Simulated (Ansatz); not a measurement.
Job for Ansatz (an electronic-structure program): R-CCSD(T)/cc-pVTZ on H2N2 (SMILES [H]/N=N/[H]).

Ansatz 0.2 input:
```yaml
crystal:
  periodic: [false, false, false]
  atoms:
    - {symbol: H, position_ang: [-1.33499122, -0.15438457, 0.00162936]}
    - {symbol: N, position_ang: [-0.47303873, 0.41094615, -0.01481279]}
    - {symbol: N, position_ang: [0.47303873, -0.41094615, 0.01481279]}
    - {symbol: H, position_ang: [1.33499122, 0.15438457, -0.00162936]}
basis:
  gaussian:
    orbitals: cc-pVTZ
magnetization: {spin_polarized: false}
correlation: {method: ccsd_t, electrons: outside_noble_gas}
accuracy: high
phonons: {}
scf: {lower_state_search: off}
```

It printed:

```
WARN ansatz: RAYON_NUM_THREADS=2 ignored (pool sized by the plan → 2); use --threads N
Functional definition: HF
these checks for a lower state are left out or cut short: starts, cluster_reference, orbital_swaps, neighbouring_geometries, increment
integrals: 0.20 GiB planned
1629 factors; integrals over basis functions are off by at most 1.7e-9 eV
mean field: 0.18 GiB planned
mean field evaluation 1: about -2993.5365 eV, gradient 1.7e1 eV
mean field evaluation 2: about -2993.5370 eV, gradient 1.7e1 eV
mean field evaluation 4: about -2994.2650 eV, gradient 1.7e0 eV
mean field evaluation 8: about -2994.2738 eV, gradient 4.7e-3 eV
mean field -2994.27383739 eV, -110.0375339323 hartree, gradient 5.3e-9 eV, S^2 0.000000; 0 other end points of the search recorded, 0 dependent functions left out; unrestricted orbitals would lower it
2 core orbitals not correlated
reference -2994.27383739 eV, -110.0375339323 hartree; 6, 6 occupied and 80, 80 virtual orbitals, 1629 factors
densities: 0.70 GiB planned
second order -11.14331243 eV of doubles, -0.00000000 eV of singles
coupled cluster: 0.53 GiB planned
cycle   1  -11.05821572 eV  change    8.5e-2 eV  update   7.3e-2
cycle   2  -11.39350776 eV  change   -3.4e-1 eV  update   2.5e-2
cycle   3  -11.46399779 eV  change   -7.0e-2 eV  update   1.1e-2
cycle   4  -11.46405834 eV  change   -6.1e-5 eV  update   2.6e-3
cycle   5  -11.46564364 eV  change   -1.6e-3 eV  update   7.8e-4
cycle   6  -11.46570619 eV  change   -6.3e-5 eV  update   2.5e-4
cycle   7  -11.46565296 eV  change    5.3e-5 eV  update   1.1e-4
cycle   8  -11.46565885 eV  change   -5.9e-6 eV  update   4.0e-5
cycle   9  -11.46564197 eV  change    1.7e-5 eV  update   1.2e-5
cycle  10  -11.46564016 eV  change    1.8e-6 eV  update   2.5e-6
cycle  11  -11.46564301 eV  change   -2.9e-6 eV  update   7.2e-7
cycle  12  -11.46564230 eV  change    7.2e-7 eV  update   2.4e-7
cycle  13  -11.46564233 eV  change   -2.8e-8 eV  update   7.0e-8
cycle  14  -11.46564225 eV  change    7.9e-8 eV  update   2.9e-8
cycle  15  -11.46564221 eV  change    4.1e-8 eV  update   2.0e-8
cycle  16  -11.46564192 eV  change    2.9e-7 eV  update   1.2e-7
cycle  17  -11.46564188 eV  change    4.1e-8 eV  update   3.7e-8
cycle  18  -11.46564188 eV  change   -5.3e-9 eV  update   7.3e-9
cycle  19  -11.46564188 eV  change  -6.4e-10 eV  update   2.3e-9
cycle  20  -11.46564189 eV  change   -2.9e-9 eV  update  7.1e-10
cycle  21  -11.46564189 eV  change   4.1e-10 eV  update  2.6e-10
perturbative correction -0.52078827 eV, -0.0191386158 hartree
the calculation of the forces begins
these checks for a lower state are left out or cut short: starts, cluster_reference, orbital_swaps, neighbouring_geometries, increment
integrals: 0.20 GiB planned
1629 factors; integrals over basis functions are off by at most 1.7e-9 eV
mean field: 0.18 GiB planned
mean field evaluation 16: about -2994.2748 eV, gradient 1.1e-1 eV
mean field -2994.27521452 eV, -110.0375845410 hartree, gradient 3.2e-8 eV, S^2 0.000000; 0 other end points of the search recorded, 0 dependent functions left out; unrestricted orbitals would lower it
2 core orbitals not correlated
reference -2994.27521452 eV, -110.0375845410 hartree; 6, 6 occupied and 80, 80 virtual orbitals, 1629 factors
densities: 0.70 GiB planned
second order -11.14194183 eV of doubles, -0.00000000 eV of singles
coupled cluster: 0.53 GiB planned
cycle   1  -11.05722611 eV  change    8.5e-2 eV  update   7.3e-2
cycle   2  -11.39233913 eV  change   -3.4e-1 eV  update   2.5e-2
cycle   3  -11.46277172 eV  change   -7.0e-2 eV  update   1.1e-2
cycle   4  -11.46282683 eV  change   -5.5e-5 eV  update   2.6e-3
cycle   5  -11.46440952 eV  change   -1.6e-3 eV  update   7.8e-4
cycle   6  -11.46447236 eV  change   -6.3e-5 eV  update   2.5e-4
cycle   7  -11.46442020 eV  change    5.2e-5 eV  update   1.1e-4
cycle   8  -11.46442447 eV  change   -4.3e-6 eV  update   4.0e-5
cycle   9  -11.46440937 eV  change    1.5e-5 eV  update   1.1e-5
cycle  10  -11.46440683 eV  change    2.5e-6 eV  update   2.5e-6
cycle  11  -11.46440945 eV  change   -2.6e-6 eV  update   7.3e-7
cycle  12  -11.46440885 eV  change    5.9e-7 eV  update   2.4e-7
cycle  13  -11.46440894 eV  change   -8.4e-8 eV  update   7.3e-8
cycle  14  -11.46440887 eV  change    6.3e-8 eV  update   3.2e-8
cycle  15  -11.46440888 eV  change   -7.4e-9 eV  update   2.0e-8
cycle  16  -11.46440865 eV  change    2.3e-7 eV  update   1.0e-7
cycle  17  -11.46440862 eV  change    2.3e-8 eV  update   2.8e-8
cycle  18  -11.46440860 eV  change    2.8e-8 eV  update   7.8e-9
cycle  19  -11.46440859 eV  chan
[...]
ut or cut short: starts, cluster_reference, orbital_swaps, neighbouring_geometries, increment
integrals: 0.20 GiB planned
1629 factors; integrals over basis functions are off by at most 1.7e-9 eV
mean field: 0.18 GiB planned
mean field evaluation 64: about -2994.2806 eV, gradient 2.2e-1 eV
mean field -2994.28117326 eV, -110.0378035207 hartree, gradient 3.2e-8 eV, S^2 0.000000; 0 other end points of the search recorded, 0 dependent functions left out; unrestricted orbitals would lower it
2 core orbitals not correlated
reference -2994.28117326 eV, -110.0378035207 hartree; 6, 6 occupied and 80, 80 virtual orbitals, 1629 factors
densities: 0.70 GiB planned
second order -11.13562122 eV of doubles, -0.00000000 eV of singles
coupled cluster: 0.53 GiB planned
cycle   1  -11.05368060 eV  change    8.2e-2 eV  update   7.3e-2
cycle   2  -11.38786332 eV  change   -3.3e-1 eV  update   2.5e-2
cycle   3  -11.45790078 eV  change   -7.0e-2 eV  update   1.1e-2
cycle   4  -11.45792957 eV  change   -2.9e-5 eV  update   2.6e-3
cycle   5  -11.45950149 eV  change   -1.6e-3 eV  update   7.8e-4
cycle   6  -11.45956421 eV  change   -6.3e-5 eV  update   2.5e-4
cycle   7  -11.45951183 eV  change    5.2e-5 eV  update   1.1e-4
cycle   8  -11.45951665 eV  change   -4.8e-6 eV  update   4.0e-5
cycle   9  -11.45950044 eV  change    1.6e-5 eV  update   1.1e-5
cycle  10  -11.45949801 eV  change    2.4e-6 eV  update   2.5e-6
cycle  11  -11.45950089 eV  change   -2.9e-6 eV  update   7.2e-7
cycle  12  -11.45950007 eV  change    8.2e-7 eV  update   2.4e-7
cycle  13  -11.45950013 eV  change   -6.8e-8 eV  update   7.3e-8
cycle  14  -11.45950010 eV  change    3.4e-8 eV  update   3.2e-8
cycle  15  -11.45950005 eV  change    5.3e-8 eV  update   1.9e-8
cycle  16  -11.45950029 eV  change   -2.4e-7 eV  update   1.2e-7
cycle  17  -11.45950031 eV  change   -2.5e-8 eV  update   3.5e-8
cycle  18  -11.45950036 eV  change   -4.5e-8 eV  update   1.1e-8
cycle  19  -11.45950036 eV  change   -4.3e-9 eV  update   3.2e-9
cycle  20  -11.45950036 eV  change   -1.8e-9 eV  update   1.2e-9
cycle  21  -11.45950036 eV  change   9.0e-10 eV  update  5.5e-10
perturbative correction -0.51944376 eV, -0.0190892061 hartree
the calculation of the forces begins
these checks for a lower state are left out or cut short: starts, cluster_reference, orbital_swaps, neighbouring_geometries, increment
integrals: 0.20 GiB planned
1629 factors; integrals over basis functions are off by at most 1.7e-9 eV
mean field: 0.18 GiB planned
mean field -2994.27695635 eV, -110.0376485520 hartree, gradient 3.3e-8 eV, S^2 0.000000; 0 other end points of the search recorded, 0 dependent functions left out; unrestricted orbitals would lower it
2 core orbitals not correlated
reference -2994.27695635 eV, -110.0376485520 hartree; 6, 6 occupied and 80, 80 virtual orbitals, 1629 factors
densities: 0.70 GiB planned
second order -11.13984870 eV of doubles, -0.00000000 eV of singles
coupled cluster: 0.53 GiB planned
cycle   1  -11.05653738 eV  change    8.3e-2 eV  update   7.3e-2
cycle   2  -11.39127352 eV  change   -3.3e-1 eV  update   2.5e-2
cycle   3  -11.46150378 eV  change   -7.0e-2 eV  update   1.1e-2
cycle   4  -11.46154701 eV  change   -4.3e-5 eV  update   2.6e-3
cycle   5  -11.46312761 eV  change   -1.6e-3 eV  update   7.8e-4
cycle   6  -11.46318999 eV  change   -6.2e-5 eV  update   2.5e-4
cycle   7  -11.46313676 eV  change    5.3e-5 eV  update   1.1e-4
cycle   8  -11.46314214 eV  change   -5.4e-6 eV  update   3.9e-5
cycle   9  -11.46312582 eV  change    1.6e-5 eV  update   1.2e-5
cycle  10  -11.46312341 eV  change    2.4e-6 eV  update   2.6e-6
cycle  11  -11.46312628 eV  change   -2.9e-6 eV  update   7.3e-7
cycle  12  -11.46312551 eV  change    7.8e-7 eV  update   2.4e-7
cycle  13  -11.46312579 eV  change   -2.9e-7 eV  update   8.7e-8
cycle  14  -11.46312558 eV  change    2.1e-7 eV  update   4.6e-8
cycle  15  -11.46312558 eV  change    4.8e-9 eV  update   2.0e-8
cycle  16  -11.46312676 eV  change   -1.2e-6 eV  update   1.9e-7
cycle  17  -11.46312675 eV  change    1.1e-8 eV  update   6.6e-8
cycle  18  -11.46312691 eV  change   -1.7e-7 eV  update   2.6e-8
cycle  19  -11.46312693 eV  change   -2.4e-8 eV  update   9.0e-9
cycle  20  -11.46312695 eV  change   -1.6e-8 eV  update   3.5e-9
cycle  21  -11.46312695 eV  change   2.5e-10 eV  update  7.0e-10
cycle  22  -11.46312695 eV  change    1.9e-9 eV  update  4.2e-10
cycle  23  -11.46312695 eV  change   6.0e-10 eV  update  1.4e-10
perturbative correction -0.52007471 eV, -0.0191123931 hartree
the calculation of the forces begins
these checks for a lower state are left out or cut short: starts, cluster_reference, orbital_swaps, neighbouring_geometries, increment
integrals: 0.20 GiB planned
1629 factors; integrals over basis functions are off by at most 1.7e-9 eV
mean field: 0.18 GiB planned
mean field -2994.27046811 eV, -110.0374101136 hartree, gradient 3.3e-8 eV, S^2 0.000000; 0 other end points of the search recorded, 0 dependent functions left out; unrestricted orbitals would lower it
2 core orbitals not correlated
reference -2994.27046811 eV, -110.0374101136 hartree; 6, 6 occupied and 80, 80 virtual orbitals, 1629 factors
densities: 0.70 GiB planned
second order -11.14680765 eV of doubles, -0.00000000 eV of singles
coupled cluster: 0.53 GiB planned
cycle   1  -11.05990789 eV  change    8.7e-2 eV  update   7.3e-2
cycle   2  -11.39576277 eV  change   -3.4e-1 eV  update   2.5e-2
cycle   3  -11.46651489 eV  change   -7.1e-2 eV  update   1.1e-2
cycle   4  -11.46659129 eV  change   -7.6e-5 eV  update   2.6e-3
cycle   5  -11.46818099 eV  change   -1.6e-3 eV  update   7.8e-4
cycle   6  -11.46824410 eV  change   -6.3e-5 eV  update   2.5e-4
cycle   7  -11.46819158 eV  change    5.3e-5 eV  update   1.1e-4
cycle   8  -11.46819695 eV  change   -5.4e-6 eV  update   4.0e-5
cycle   9  -11.46818123 eV  change    1.6e-5 eV  update   1.2e-5
cycle  10  -11.46817884 eV  change    2.4e-6 eV  update   2.6e-6
cycle  11  -11.46818192 eV  change   -3.1e-6 eV  update   7.4e-7
cycle  12  -11.46818085 eV  change    1.1e-6 eV  update   2.4e-7
cycle  13  -11.46818106 eV  change   -2.1e-7 eV  update   8.1e-8
cycle  14  -11.46818086 eV  change    2.0e-7 eV  update   4.2e-8
cycle  15  -11.46818082 eV  change    3.5e-8 eV  update   2.3e-8
cycle  16  -11.46818153 eV  change   -7.1e-7 eV  update   1.9e-7
cycle  17  -11.46818154 eV  change   -1.3e-8 eV  update   7.3e-8
cycle  18  -11.46818168 eV  change   -1.3e-7 eV  update   2.3e-8
cycle  19  -11.46818170 eV  change   -2.2e-8 eV  update   5.8e-9
cycle  20  -11.46818171 eV  change   -6.4e-9 eV  update   2.2e-9
cycle  21  -11.46818170 eV  change    4.5e-9 eV  update   1.1e-9
cycle  22  -11.46818170 eV  change    1.2e-9 eV  update  2.6e-10
perturbative correction -0.52150825 eV, -0.0191650748 hartree
the calculation of the forces begins
Total energy: -3006.26026754 eV, -110.4780271158 hartree
Atom 0 at    -1.334991    -0.154385     0.001629 Å, force    -0.000004     0.000002    -0.000000 eV/Å
Atom 1 at    -0.473039     0.410946    -0.014813 Å, force    -0.000013     0.000003    -0.000000 eV/Å
Atom 2 at     0.473039    -0.410946     0.014813 Å, force     0.000013    -0.000003     0.000000 eV/Å
Atom 3 at     1.334991     0.154385    -0.001629 Å, force     0.000004    -0.000002     0.000000 eV/Å
Dipole moment:     0.000000    -0.000000     0.000000 e Å
Vibrations: 1328.30 1350.15 1557.99 1621.67 3269.40 3301.13 cm⁻¹, zero-point energy 0.770477 eV
Checks for a lower state left out: starts, cluster_reference, orbital_swaps, neighbouring_geometries, increment
```

The run converged.

Cost: about 7 core-minutes (a rough figure).
